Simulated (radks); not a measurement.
Polarisability of neutral potassium, [Ar] 4s1, at imaginary frequency. All-electron calculation, scalar-relativistic Kohn-Sham, LDA (Slater exchange, Perdew-Wang correlation), spin-unpolarised, spherical densities, finite nucleus; Fermi nuclear charge, rms radius 3.4349 fm. Program: a radial shooting solver on a logarithmic mesh with Libxc functionals. Response by self-consistent Sternheimer equations with the Hartree and adiabatic LDA kernel, the relativistic mass of each level held fixed and spin-orbit coupling left out.

| w (hartree) | alpha1(iw) (bohr^3) | alpha2(iw) (bohr^5) |
|---|---|---|
| 0.00266 | 255.7 | 6251 |
| 0.0143 | 243.8 | 6097 |
| 0.0360 | 194.0 | 5366 |
| 0.0697 | 118.0 | 3877 |
| 0.118 | 61.20 | 2298 |
| 0.186 | 31.54 | 1220 |
| 0.280 | 17.52 | 624.5 |
| 0.413 | 10.66 | 317.2 |
| 0.605 | 6.882 | 160.8 |
| 0.892 | 4.421 | 80.72 |
| 1.35 | 2.618 | 39.12 |
| 2.12 | 1.341 | 17.45 |
| 3.59 | 0.5658 | 6.612 |
| 6.94 | 0.1865 | 1.871 |
| 17.5 | 0.04012 | 0.3030 |

Static values: alpha1 = 256.2 bohr^3 (37.96 angstrom^3; uncoupled 320.7), alpha2 = 6256 bohr^5, alpha3 = 222900 bohr^7. C6 = 3237, C8 = 457100, triple-dipole C9 = 607400 atomic units. One-pole (London) frequency 4 C6 / (3 alpha1^2) = 0.066 hartree, against 0.089 for minus the highest occupied eigenvalue. Recommended static value: 289.7 bohr^3 (Schwerdtfeger and Nagle, 2023 table).

Beside tabulated values, note that spin-unpolarised runs miss the spin-polarisation part of the exchange energy of open shells.
